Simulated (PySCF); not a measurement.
# Working with the constants of InN⁻

ROHF-MP2 constants of InN⁻, ²Π (doublet), unpaired electrons π ↑ (In def2-SVPD with ECP28, N def2-SVPD; scalar-relativistic core potentials (PySCF 2.14); masses 114.9039 and 14.0031 u):

```
ωe              : 566.3 cm⁻¹
ωexe            : 2.66 cm⁻¹
Be              : 0.31304 cm⁻¹
αe              : 0.00225 cm⁻¹
D (centrifugal) : 3.83e-07 cm⁻¹
```

Problem. Give the vibrational terms G(v) and spacings up to v = 6.

Solution. G(v) = ωe(v+½) − ωexe(v+½)².

```
v  G(v) (cm⁻¹)  G(v) − G(v−1)  Bv (cm⁻¹)
0        282.5                    0.3119
1        843.5          561.0     0.3097
2       1399.1          555.7     0.3074
3       1949.5          550.3     0.3052
4       2494.5          545.0     0.3029
5       3034.2          539.7     0.3007
6       3568.6          534.4     0.2984
```

Correlated steps freeze 5 core orbitals. These are scalar-relativistic numbers at best; spin–orbit coupling would shift them, the dissociation energy most. The state was picked by a PBE0 search and need not be the measured ground state.
